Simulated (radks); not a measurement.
Problem. Valence configurations of the molybdenum ion Mo+ (all share [Kr]). All-electron calculation, non-relativistic Kohn-Sham, PBEsol, spin-polarised, spherical densities, point nucleus; open shells are filled with parallel spins first (spin-orbit coupling, left out, can overturn this in heavy ions); relativity is left out, which matters for an element this heavy. Program: a radial shooting solver on a logarithmic mesh with Libxc functionals. Order these by energy: 4d2.5 5s0.5 5p2; 4d1 5s2 5p2; 4d4.5 5s0.5; 4d3 5p2; 4d4 5p1; 4d5; 4d3 5s1 5p1; 4d3 5s2; 4d4.5 5p0.5; 4d4 5s1.

Solution. From the lowest, in eV above it: 4d5 0.000; 4d4.5 5s0.5 0.979; 4d4 5s1 2.258; 4d4.5 5p0.5 2.999; 4d4 5p1 6.479; 4d3 5s2 7.592; 4d3 5s1 5p1 10.373; 4d3 5p2 14.982; 4d2.5 5s0.5 5p2 17.648; 4d1 5s2 5p2 30.328. NIST lists [Kr] 4d5 as the ground configuration; this level of theory agrees among the configurations tried. The energies are those of spherical high-spin densities, not of single terms. Relativity is left out, which favours d and f over s occupation in heavy atoms.
